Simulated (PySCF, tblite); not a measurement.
Isomers of C3H11OSSi2 (doublet state), one GFN2-xTB conformer each. Single-point energies are computed at B3LYP/pcH-1 (PySCF, gas phase, no added dispersion term), electronic only. GFN2-xTB treats the open shell by occupation alone, and not every SCF solution was tested for stability.

**Question.** Rank them by B3LYP/pcH-1 energy, lowest first (kcal/mol).
A. `[CH3:1][CH:2][SiH2:3][Si@H:4]([OH:5])[S:6][CH3:7]` (doublet state) with C1–C2–Si3–Si4 72°, C2–Si3–Si4–O5 -67°, Si3–Si4–O5–H -174°, Si3–Si4–S6–C7 48°
B. `[CH2:1][CH2:2][SiH2:3][Si@H:4]([OH:5])[S:6][CH3:7]` (doublet state) with H–C1–C2–Si3 83° and -85°, C1–C2–Si3–Si4 180°, C2–Si3–Si4–O5 -63°, Si3–Si4–O5–H -153°, Si3–Si4–S6–C7 -65°
C. `[CH3:1][CH2:2][SiH:3][Si@H:4]([OH:5])[S:6][CH3:7]` (doublet state) with C1–C2–Si3–Si4 -171°, C2–Si3–Si4–O5 167°, Si3–Si4–O5–H -49°, Si3–Si4–S6–C7 168°
D. `[CH3:1][CH2:2][SiH2:3][Si:4]([OH:5])[S:6][CH3:7]` (doublet state) with C1–C2–Si3–Si4 58°, C2–Si3–Si4–O5 69°, Si3–Si4–O5–H 132°, Si3–Si4–S6–C7 65°

**Answer.** D (0.0), C (1.7), A (8.0), B (15.1).

Neighbours under 5.0 kcal/mol apart (CC[SiH2][Si](O)SC and CC[SiH][Si@H](O)SC) can change places with a better method, another conformer or zero-point energy. GFN2-xTB itself gives, in the same order: 0.0, 2.9, 16.9, 22.2. Both levels put the same isomer lowest; measured from each level's own lowest isomer, the values differ by up to 8.9 kcal/mol (C[CH][SiH2][Si@H](O)SC: 16.9 against 8.0).

**Question.** What happens when harmonic zero-point energies from GFN2-xTB frequencies are added?

**Answer.** 
```
                 SMILES  ZPE (kcal/mol)  electronic (kcal/mol)  with ZPE (kcal/mol)
      CC[SiH2][Si](O)SC            83.7                    0.0                  0.0
     CC[SiH][Si@H](O)SC            83.8                    1.7                  1.8
 C[CH][SiH2][Si@H](O)SC            80.2                    8.0                  4.6
[CH2]C[SiH2][Si@H](O)SC            79.8                   15.1                 11.2
```

The zero-point energies span 4.0 kcal/mol. The order is unchanged.
